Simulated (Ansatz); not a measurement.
Single points on Hg2O⁺.

```yaml
crystal:
  periodic: [false, false, false]
  atoms:
    - {symbol: Hg, position_ang: [0.425265, 1.315983, -1.262534]}
    - {symbol: Hg, position_ang: [-0.509333, -0.848838, 1.589509]}
    - {symbol: O, position_ang: [0.084068, -0.467134, -0.326984]}
basis:
  gaussian: {orbitals: def2-SVP, initial_orbitals: start.molden}
total_charge: 1
magnetization: {spin_polarized: true, initial_magnetization: 1}
hamiltonian: {xc: pbe, dispersion: d4}
scf: {omitted_lower_state_checks: [starts]}
output: {orbitals: {seedname: orbitals}}
```

The file start.molden holds the orbitals of an earlier run on this structure, at another level or in another basis.

```sh
$ ansatz run in.yaml --threads 4 --pin off --events-out ev --progress --plain --max-ram 3916MiB
```

Output, abridged:

```
Functional definition: PBE
769 factors; their error is unknown
mean field evaluation 1: about -10388.2263 eV, gradient 6.8e0 eV
mean field evaluation 2: about -10388.4520 eV, gradient 2.3e-1 eV
mean field evaluation 4: about -10388.4161 eV, gradient 1.5e-1 eV
mean field evaluation 8: about -10388.4161 eV, gradient 2.3e-5 eV
mean field -10388.41614479 eV, -381.7672517998 hartree, gradient 2.3e-5 eV, S^2 0.752900; 0 other end points of the search recorded, 0 dependent functions left out
reference -10388.41618485 eV, -381.7672532719 hartree; 24, 23 occupied and 54, 55 virtual orbitals, 769 factors
Total energy: -10388.48512479 eV, -381.7697867679 hartree
Checks for a lower state left out: starts
```

Hardware: 4 threads of Arm Neoverse V2 on a shared host. Wall time 1 s.

First input, but with `gaussian: {orbitals: def2-TZVP, initial_orbitals: start.molden}`, `correlation: {method: ccsd_t}`, `scf: {omitted_lower_state_checks: [starts, cluster_reference]}` and without the key `hamiltonian` (abridged; 42 s):

```
Functional definition: HF
mean field evaluation 16: about -10329.4724 eV, gradient 1.7e0 eV
mean field evaluation 32: about -10329.4950 eV, gradient 1.0e0 eV
mean field evaluation 64: about -10329.4994 eV, gradient 5.0e-4 eV
mean field -10329.49940729 eV, -379.6021016317 hartree, gradient 1.2e-10 eV, S^2 1.763129; 1 other end points of the search recorded, 0 dependent functions left out
1 core orbitals not correlated: weight in the atoms' cores, before any rotation towards them, 1.000 or more for the frozen orbitals, at most 0.000 for the correlated occupied ones
second order -27.51372121 eV of doubles, -0.00000000 eV of singles
cycle   1  -25.38959834 eV  change     2.1e0 eV  update   1.4e-1
cycle   2  -26.20598061 eV  change   -8.2e-1 eV  update   4.4e-2
cycle   3  -26.35865252 eV  change   -1.5e-1 eV  update   3.4e-2
cycle   4  -26.35241416 eV  change    6.2e-3 eV  update   1.8e-2
cycle   5  -26.35486337 eV  change   -2.4e-3 eV  update   1.1e-2
cycle   6  -26.37316257 eV  change   -1.8e-2 eV  update   4.7e-3
cycle   7  -26.37661096 eV  change   -3.4e-3 eV  update   2.7e-3
cycle   8  -26.37615843 eV  change    4.5e-4 eV  update   1.7e-3
cycle   9  -26.37730006 eV  change   -1.1e-3 eV  update   1.2e-3
cycle  10  -26.37654348 eV  change    7.6e-4 eV  update   6.8e-4
cycle  11  -26.37742868 eV  change   -8.9e-4 eV  update   4.0e-4
cycle  12  -26.37780451 eV  change   -3.8e-4 eV  update   2.3e-4
cycle  13  -26.37769371 eV  change    1.1e-4 eV  update   1.2e-4
cycle  14  -26.37776686 eV  change   -7.3e-5 eV  update   6.0e-5
cycle  15  -26.37773821 eV  change    2.9e-5 eV  update   2.9e-5
perturbative correction -0.70486087 eV, -0.0259031590 hartree
WARN: the results are in doubt because among natural orbitals the method converges to other amplitudes
Total energy: -10356.58200636 eV, -380.5973687904 hartree
In doubt: among natural orbitals the method converges to other amplitudes
Checks for a lower state left out: starts, cluster_reference
```

The first input with `hamiltonian: {xc: pbe0, dispersion: d4}` (abridged; 1.4 s):

```
Functional definition: PBE0
mean field -10385.75778330 eV, -381.6695588170 hartree, gradient 2.5e-5 eV, S^2 0.758848
Total energy: -10385.81646774 eV, -381.6717154301 hartree
Checks for a lower state left out: starts
```

As the first input, with `gaussian: {orbitals: def2-TZVP, initial_orbitals: start.molden}`, `hamiltonian: {xc: pbe}`, `correlation: {method: rpa}` and without the key `output` (abridged; 2.9 s):

```
Functional definition: PBE
mean field -10391.31528205 eV, -381.8737931288 hartree, gradient 2.6e-6 eV, S^2 0.753331
1 core orbitals not correlated: weight in the atoms' cores, before any rotation towards them, 1.000 or more for the frozen orbitals, at most 0.000 for the correlated occupied ones
Total energy: -10367.01389479 eV, -380.9807336190 hartree
Checks for a lower state left out: starts
```

As the first input, with `gaussian: {orbitals: def2-TZVP, initial_orbitals: start.molden}`, `hamiltonian: {xc: {name: BLYP}, dispersion: d4}` (abridged; 1.9 s):

```
Functional definition: BLYP
mean field -10390.36660851 eV, -381.8389300192 hartree, gradient 2.3e-5 eV, S^2 0.753290
Total energy: -10390.51516733 eV, -381.8443894553 hartree
Checks for a lower state left out: starts
```

Geometry: PBE0-D4/def2-TZVP.

In the def2 sets Hg takes a core potential; there is no spin–orbit coupling. Correlated methods freeze 1 core orbital; core or outer-core shells of Hg are correlated, in sets that lack core-valence functions. At CCSD(T)/def2-TZVP the program marks the result for the charge 1 doublet as doubtful (other amplitudes). At CCSD(T)/def2-TZVP the charge 1 doublet is spin-contaminated (final ⟨S²⟩ up to 1.76, 0.75 for a pure state). The structure comes from a short search, and lower isomers may exist.
